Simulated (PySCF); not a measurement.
**How the method moves the HOMO and LUMO of `C=C=CC#CCF`**

Compound: C6H5F.
SMILES with atom numbers: `[CH2:1]=[C:2]=[CH:3][C:4]#[C:5][CH2:6][F:7]` (hydrogens: H8, H9 on C1; H10 on C3; H11, H12 on C6)

Structure used (PBE0-D3(BJ)/def2-SVP), in Å, numbered top down from 1:
```
atom  x, y, z in Å
C1     3.0752    0.0976    0.8148
C2     2.0688   -0.2560    0.0650
C3     1.0582   -0.6224   -0.6996
C4    -0.3003   -0.2676   -0.4663
C5    -1.4678    0.0186   -0.2928
C6    -2.8564    0.3820   -0.0469
F7    -3.7020   -0.1282   -0.9967
H8     3.3986   -0.5189    1.6618
H9     3.6270    1.0249    0.6244
H10    1.2671   -1.2462   -1.5799
H11   -3.1712    0.0066    0.9433
H12   -2.9588    1.4821   -0.0381
```

Basis pcSseg-1 throughout (PySCF), one geometry. Isolated species at its PBE0-D3(BJ)/def2-SVP geometry, gas phase.

Q: How do the orbital energies, the gap and the dipole change with the method?

A: 
```
  method           kind  HOMO (eV)  LUMO (eV)  gap (eV)  μ (D)  SCF cycles
    BLYP            GGA      -5.72      -1.58      4.14   2.15          15
    OPBE            GGA      -5.85      -1.66      4.19   2.14          16
     PBE            GGA      -5.88      -1.73      4.15   2.17          16
     KT2            GGA      -5.90      -1.73      4.17   2.22          16
    BP86            GGA      -5.99      -1.84      4.16   2.20          16
    PBE0  global hybrid      -6.97      -0.85      6.12   2.37          14
mPW1PW91  global hybrid      -7.00      -0.87      6.13   2.38          14
      HF   Hartree–Fock      -9.28       2.91     12.19   2.74          12
```

The HOMO spans 3.56 eV, from BLYP down to HF, and the gap runs from 4.14 eV (BLYP) to 12.19 eV (HF). Over the methods BLYP (0 %), OPBE (0 %), PBE (0 %), KT2 (0 %), BP86 (0 %), PBE0 (25 %), mPW1PW91 (25 %), HF (100 %), a straight line through the gap against the share of exact exchange rises by 0.80 eV for each 10 % (correlation coefficient 1.000). The dipole ranges from 2.14 D (OPBE) to 2.74 D (HF). This basis has no diffuse functions.
